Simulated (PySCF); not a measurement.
Ga(F)(Et)(OH) (C2H6FGaO), SMILES C[CH2][Ga]([OH])[F]. Atoms are numbered in the order given.

```xyz
11

Ga     0.0269    -0.3873     0.0000
F      1.0401    -1.8184     0.0000
C      0.8268     1.3976     0.0000
C     -0.1667     2.5540     0.0000
H      1.4933     1.4384    -0.8777
H      1.4933     1.4384     0.8777
H     -0.8202     2.5373     0.8864
H     -0.8202     2.5373    -0.8864
H      0.3491     3.5277     0.0000
O     -1.6933    -0.8401     0.0000
H     -2.3030    -0.0957     0.0000
```

Coordinates come from a PBE0-D3(BJ)/def2-SVP optimisation. The structure was generated by enumeration; whether it is a known compound was not checked. One conformer was computed; it need not be the lowest.

Two levels are set side by side: PBE/pcSseg-1 (PySCF) and PBE0/pcSseg-1 (PySCF). GIAO shifts against CFCl3 (¹⁹F), H2O (¹⁷O), TMS (¹H), TMS (¹³C) at the same level; non-relativistic, no solvent, atoms listed together averaged. Differences are taken from unrounded values.

| quantity | PBE0 |
|---|---|
| δ(¹⁹F) of F2 (ppm) | -165.2 |
| δ(¹³C) of C3 (ppm) | 7.7 |
| δ(¹³C) of C4 (ppm) | 12.4 |
| δ(¹H) of H5, H6 (ppm) | 1.26 |
| δ(¹⁷O) of O10 (ppm) | 72.7 |
| δ(¹H) of H11 (ppm) | 3.11 |

What does PBE give, and how far is it from PBE0? (An estimate is asked for; the answer gives what the named calculation found.)


```
quantity                  PBE  PBE minus PBE0
---------------------  ------  --------------
δ(¹⁹F) of F2 (ppm)     -164.5             0.7
δ(¹³C) of C3 (ppm)       12.2             4.5
δ(¹³C) of C4 (ppm)       13.3             0.9
δ(¹H) of H5, H6 (ppm)    1.44            0.18
δ(¹⁷O) of O10 (ppm)      94.4            21.6
δ(¹H) of H11 (ppm)       3.57            0.46
```

Rough cost on one machine, each run with all the roots and properties that it gave: PBE0 against PBE within a factor of 2.
